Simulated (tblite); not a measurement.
Species: C₆H₁₃PS.
SMILES with atom numbers: `[CH3:1][CH:2]([CH3:3])[P@@H:4](=[S:5])[CH:6]1[CH2:7][CH2:8]1` (hydrogens: H9, H10, H11 on C1; H12 on C2; H13, H14, H15 on C3; H16 on P4; H17 on C6; H18, H19 on C7; H20, H21 on C8)

Computed geometry: GFN2-xTB, gas phase.

(1) List the bond lengths, angles and torsions at this level.

Answers

(1) 
```tsv
bond	length (bohr)	order
C1–C2	2.882	single
C2–C3	2.878	single
C2–P4	3.504	single
P4=S5	3.646	double
P4–C6	3.448	single
C6–C7	2.837	single
C7–C8	2.813	single
C6–C8	2.844	single
C1–H9, C1–H10, C1–H11	2.059	single
C2–H12	2.076	single
C3–H13, C3–H14, C3–H15	2.057	single
P4–H16	2.655	single
C6–H17	2.047	single
C7–H18	2.044	single
C7–H19	2.040	single
C8–H20	2.041	single
C8–H21	2.045	single
```

Bonds in one row agree within 0.02 bohr and their mean is given. Orders are formal, as drawn. A selection of angles:
```tsv
angle	degrees
C1–C2–C3	112.2
C1–C2–P4	107.3
C3–C2–P4	112.0
C2–P4–S5	115.5
C2–P4–C6	106.3
S5–P4–C6	115.7
P4–C6–C7	117.4
P4–C6–C8	115.9
C7–C6–C8	59.4
C6–C7–C8	60.4
C6–C8–C7	60.2
```

Torsions: C1–C2–P4–S5 59° (synclinal); C2–P4–C6–C7 -144° (anticlinal); P4–C6–C7–C8 105° (anticlinal); P4–C6–C8–C7 -108° (anticlinal).

Of the pairs four or more bonds apart, S5···H18 is among the closest relative to their van der Waals radii: 2.82 Å, 94 % of the sum of Bondi's values. The C–P distances run from 1.824 Å (P4–C6, drawn single) to 1.854 Å (C2–P4, drawn single), a spread of 0.030 Å. P4 (phosphorus bonded to 2 C, S and H) is distorted tetrahedral (angles from 100.9° to 115.7°). The 5 C–C bonds span 1.489 Å (C7–C8, drawn single) to 1.525 Å (C1–C2, drawn single), a spread of 0.036 Å. The 3-membered ring C6–C7–C8 has internal angles of 59.4° to 60.4°.

Point group: C1 (no symmetry element, even within 0.4 Å). Its GFN2-xTB frequencies are all real (lowest 44 cm⁻¹). The numbers are those of one conformer. 3 starts were optimised and ended at 0.00, 0.58 and 1.71 kcal/mol (GFN2-xTB); the lowest of these is shown.
